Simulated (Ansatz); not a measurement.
Reaction (cleavage of the B–Si bond): `F[Si](F)(F)BCl` + `N=C=O` → `O=C=NBCl` + `F[SiH](F)F`

Isolated molecules relaxed with PBE0-D4/def2-TZVP in Ansatz; ΔE leaves out vibrations. CBS: MP2 limit from def2 TZ/QZ plus the TZ coupled-cluster correction, frozen cores. This one scheme is used for every species. DFT in def2-TZVPP. B3LYP here is the variant with VWN-RPA as its local correlation; programs differ in this. HSE06 is defined as in plane-wave codes. One conformer a species, not always the lowest.

`F[Si](F)(F)BCl`:

Cartesian coordinates in Å:
```
F 0.129 -2.002 -0.105
Si 0.639 -0.521 0.094
F 1.789 -0.276 -0.963
F 1.291 -0.440 1.532
B -0.813 0.854 -0.106
Cl -2.429 0.363 -0.465
H -0.606 2.022 0.014
```

`N=C=O`:

Cartesian coordinates in Å:
```
N 0.703 -0.047 -0.300
C -0.299 -0.121 0.371
O -1.186 -0.267 1.106
H 0.782 0.435 -1.177
```

`O=C=NBCl`:

Cartesian coordinates in Å:
```
O -0.903 1.934 -1.535
C -0.345 1.117 -0.933
N 0.312 0.295 -0.353
B 0.429 -0.752 0.577
Cl -0.970 -1.323 1.462
H 1.478 -1.270 0.781
```

`F[SiH](F)F`:

Z-matrix (Å, degrees):
```
Si
F 1 1.573
F 1 1.573 2 108.3
F 1 1.573 2 108.3 3 117.1
H 1 1.461 2 110.7 3 -121.4
```

| level | ΔE (kcal/mol) | difference from CCSD(T)/CBS |
| --- | --- | --- |
| PBE-D4 | -30.4 | 2.1 |
| revPBE-D4 | -30.0 | 2.5 |
| BLYP-D4 | -32.0 | 0.5 |
| r2SCAN-D4 | -33.0 | -0.5 |
| B97M-V | -33.1 | -0.6 |
| PBE0-D4 | -31.6 | 0.9 |
| B3LYP-D4 | -33.0 | -0.5 |
| r2SCANh-D4 | -33.3 | -0.8 |
| r2SCAN0-D4 | -33.6 | -1.1 |
| BHLYP-D4 | -34.2 | -1.7 |
| CAM-B3LYP-D4 | -33.6 | -1.1 |
| ωB97X-V | -31.8 | 0.7 |
| ωB97M-V | -33.0 | -0.5 |
| B2PLYP | -34.2 | -1.7 |
| PBE-QIDH | -33.6 | -1.1 |
| PBE | -30.8 | 1.7 |
| BLYP | -32.8 | -0.3 |
| r2SCAN | -33.1 | -0.6 |
| PBE0 | -32.0 | 0.5 |
| B3LYP | -33.7 | -1.2 |
| r2SCANh | -33.4 | -0.9 |
| r2SCAN0 | -33.8 | -1.3 |
| HSE06 | -32.1 | 0.4 |
| BHLYP | -35.1 | -2.6 |
| CAM-B3LYP | -34.0 | -1.5 |
| LC-ωPBE | -31.5 | 1.0 |
| RPA@PBE/def2-TZVPP | -31.4 | 1.1 |
| HF/def2-SVP | -38.7 | -6.2 |
| MP2/def2-SVP | -38.1 | -5.6 |
| CCSD(T)/def2-SVP | -35.7 | -3.2 |
| MP2/def2-TZVPP | -35.3 | -2.8 |
| SCS-MP2/def2-TZVPP | -34.9 | -2.4 |
| CCSD/def2-TZVPP | -33.0 | -0.5 |
| CCSD(T)/def2-TZVPP | -32.8 | -0.3 |
| HF/def2-QZVPP | -36.8 | -4.3 |
| MP2/def2-QZVPP | -35.2 | -2.7 |
| SCS-MP2/def2-QZVPP | -34.8 | -2.3 |
| HF/CBS(def2) | -36.8 | -4.3 |
| MP2/CBS(def2) | -35.0 | -2.5 |
| CCSD/CBS(def2) | -32.7 | -0.2 |
| CCSD(T)/CBS | -32.5 | 0 |

(1) What do rigid-rotor, harmonic-oscillator terms from PBE0-D4/def2-TZVP frequencies (298.15 K, 1 bar) make of the CCSD(T)/CBS value? (Best estimate.)

Largest T1 diagnostic among the species: 0.018.

## Answers

(1) Ansatz gave: ΔZPE = +0.6 kcal/mol, ΔH = -32.6 kcal/mol, ΔS = -14 J/(mol·K), ΔG = -31.6 kcal/mol. Modes under 50 cm⁻¹ make the entropy rough.

At CCSD(T), def2-SVP lies −3.2 kcal/mol from the extrapolated value and def2-TZVPP −0.3 kcal/mol. Leaving LDA and LC-ωPBE aside and taking each functional with its dispersion term where it has one, the values spread over 4.2 kcal/mol, from BHLYP-D4 to revPBE-D4. LDA lies −1.6 kcal/mol from PBE without D4. From PBE to PBE0 (25 % exact exchange), in def2-TZVPP and without D4, ΔE moves by −1.2 kcal/mol.
